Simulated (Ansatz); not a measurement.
Reaction (homolysis of the Al–O bond): `C[O][Al]([NH2])[O]C` → `C[O][Al][NH2]`• + `C[O]`•

Calculated with Ansatz (gas phase, PBE0-D4/def2-TZVP geometries, no zero-point term in ΔE). CCSD(T)/CBS is the MP2 limit (def2-TZVPP, def2-QZVPP) plus CCSD(T) − MP2 in def2-TZVPP, frozen cores. Functionals use def2-TZVPP. Open shells (•) are unrestricted, without spin–orbit coupling. Each species was taken in one conformer, which may not be the lowest.

CCSD(T)/CBS gives +504.2 kJ/mol.

**Question.** Another level gave +488.4 kJ/mol. Which?
A. revPBE/def2-TZVPP
B. ωB97X-V/def2-TZVPP
C. revPBE-D4/def2-TZVPP
D. CCSD/def2-TZVPP

**Answer.** B. ωB97X-V 488.4, CCSD/def2-TZVPP 483.9, revPBE-D4 443.4, revPBE 427.2 kJ/mol.

Largest T1 diagnostic among the species: 0.019.

The D4 term adds +10.9 kJ/mol with B3LYP and +6.4 kJ/mol with PBE0; it sums over pairs of atoms, weighted by their polarisabilities, and B3LYP, whose exchange is more repulsive, gets the larger term. Leaving LDA and LC-ωPBE aside and taking each functional with its dispersion term where it has one, the values, not all of them listed here, spread over 53.9 kJ/mol, from revPBE-D4 to ωB97M-V. LDA lies +66.1 kJ/mol from PBE without D4, its usual overbinding.

B3LYP here is the variant with VWN-RPA as its local correlation; programs differ in this.
